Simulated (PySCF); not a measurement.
# Structure from NMR data

Molecular formula: C5H11FOSi. Simulated spectra:

¹H NMR (400 MHz, computed): δ 6.89 (m, 1H), 5.47 (m, 2H), 4.92 (s, 2H), 3.89 (s, 3H), 1.49 (s, 3H).

¹³C{¹H} NMR (computed): δ 153.8 (CH), 133.9 (C), 86.8 (CH2), 53.3 (CH3), 14.4 (CH3).

[PySCF 2.14: PBE0/pcSseg-1 with gauge-including orbitals; geometry: GFN2-xTB; a single conformation; averaged over atoms made equivalent by symmetry, fast rotation or ring inversion; no solvent; relativity neglected]

Referencing at the same level of theory: ¹H and ¹³C against TMS.

Choose the structure that fits.
A. C[C@@H]([SiH3])[C@@](C)(F)C=O
B. C[C@@H]1COC[C@@H](F)[SiH2]1
C. C[SiH2]/C(=C\F)CCO
D. CO[SiH2]/C(C)=C/CF

Answers

D. 

1. Rings plus π bonds: 1 (no ring in the answer).
2. 5 carbon signals for 5 carbons: no two carbons are equivalent.
3. Carbon types of the structure: 1 × C, 1 × CH, 1 × CH2, 2 × CH3, leaving 2 H on heteroatoms.
4. δC 153.8: alkene CH; as expected for a trigonal carbon in a double bond.
5. δC 133.9: fully substituted alkene carbon; as expected for a trigonal carbon in a double bond.
6. δC 86.8: allylic sp3 CH2 bonded to F; the inductive effect lowers its shielding.
7. δH 6.89: hydrogen on an alkene CH; olefinic region.
8. δH 3.89: hydrogen on a methyl carbon bonded to O; its carbon carries O, an electronegative neighbour.

The others: C[C@@H]([SiH3])[C@@](C)(F)C=O has carbons computed at 216.1, 105.2, 24.5, 18.2, 14.3, with a different DEPT pattern; C[C@@H]1COC[C@@H](F)[SiH2]1 would give 9 signals for carbon-bound and other non-exchanging H, not 5; C[SiH2]/C(=C\F)CCO has carbons computed at 164.1, 122.8, 70.9, 37.1, -2.7, with a different DEPT pattern.

Splittings by ¹⁹F in the carbon and heteronuclear signals aren't shown, as no couplings were computed. Shifts are as computed. Against solution values, carbons near 30 ppm lie about +3 ppm off and those near 130 ppm about +5 ppm. Of 1309 compounds with measured shifts, 239 miss one by over three times the rms of a fit or turn the order of signals round; such compounds aren't used in these exercises. No couplings were computed; multiplicities are counted from neighbouring protons, with m where these are inequivalent, close in shift, in a saturated or five-membered ring or joined by F or P, and br s for small geminal =CH2 splittings.
